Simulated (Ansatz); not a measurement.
Basis-set series for `[Cl][InH][GeH3]`. Charge 0, multiplicity 1. In: def2 effective core potential. The geometry is a stationary point of PBE0-D4/def2-TZVP.

Z-matrix (Å, degrees):
```
Ge
In 1 2.590
H 1 1.538 2 112.0
H 1 1.537 2 109.3 3 120.6
H 1 1.537 2 109.3 3 -120.6
Cl 2 2.353 1 111.2 3 179.8
H 2 1.715 1 137.2 3 -0.2
```

```tsv
functional	basis	functions	energy (Eh)	HOMO (eV)	LUMO (eV)
PBE0-D4	def2-SVP	96	-2728.96255	-7.58	-2.04
PBE0-D4	def2-TZVPP	196	-2729.39283	-7.68	-2.13
ωB97M-V	def2-SVP	96	-2729.16900	-9.56	-0.38
ωB97M-V	def2-TZVPP	196	-2729.59873	-9.70	-0.56
```

Question: Give the rows for def2-QZVPP. (Estimate.)

Answer: Computed: 
```csv
functional,basis,functions,energy (Eh),HOMO (eV),LUMO (eV)
PBE0-D4,def2-QZVPP,361,-2729.45324,-7.70,-2.15
ωB97M-V,def2-QZVPP,361,-2729.65766,-9.71,-0.60
```

Scalar relativity is left out up to krypton.
